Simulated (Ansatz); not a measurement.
Species: sum formula H$_{5}$BSiO$_{6}$ (charge 0, singlet). 
Coordinates optimised at B3LYP-D3(BJ)/def2-TZVP (Ansatz, a quantum-chemistry and plane-wave program):
SMILES: O[Si](O)(O)OB(O)O
```xyz
13

O     -1.8848    -0.6501     0.9789
B     -1.7122     0.1975    -0.1062
O     -2.7374     0.8332    -0.7531
O     -0.4533     0.4007    -0.5600
Si     1.0429    -0.0491    -0.0345
O      0.9139    -1.4211     0.8315
O      2.0201    -0.2442    -1.3246
O      1.6967     1.1267     0.8835
H     -2.7837    -0.7704     1.2934
H     -3.6208     0.6663    -0.4171
H      0.0567    -1.5507     1.2545
H      1.7650    -0.8790    -1.9979
H      2.1011     1.8712     0.4318
```
Charge 0, spin multiplicity 1.

Wanted: atomisation energy (electronic, to ground-state atoms), in kcal/mol. Valence correlation only, unless marked. Open shells are spin-unrestricted. Spin-orbit coupling is left out. Non-relativistic. The coupled-cluster limit lacks core correlation, which all-electron functionals hold. Basis-set limits of correlation are two-point, X^-3; Hartree-Fock from the larger set.

| level | program | atomisation energy (kcal/mol) |
|---|---|---|
| HF/cc-pV(T+d)Z | Ansatz | 985.8 |
| PBE0/def2-TZVPD | Ansatz | 1371.5 |
| BHLYP-D3(BJ)/def2-TZVPD | Ansatz + dftd3 | 1327.5 |
| HSE06-D4/def2-TZVPD | Ansatz + dftd4 | 1379.1 |
| HSE06/def2-TZVPD | Ansatz | 1373.3 |
| LC-wPBE-D3(BJ)/def2-TZVPD | Ansatz + dftd3 | 1391.9 |
| LC-wPBE-D4/def2-TZVPD | Ansatz + dftd4 | 1393.9 |
| LC-wPBE/def2-TZVPD | Ansatz | 1385.8 |
| wB97X-V/def2-TZVPD | Ansatz | 1390.5 |
| MP2/aug-cc-pV(D+d)Z | Ansatz | 1345.4 |
| MP2/cc-pV(T+d)Z | Ansatz | 1411.6 |
| RI-MP2/CBS(cc-pV(T+d)Z,cc-pV(Q+d)Z) | Ansatz | 1457.8 |
| CCSD/aug-cc-pV(D+d)Z | Ansatz | 1271.1 |
| CCSD(T)/6-31G* | Ansatz | 1247.5 |
| CCSD(T)/CBS(cc-pV(T+d)Z,cc-pV(Q+d)Z) | Ansatz | 1403.8 |
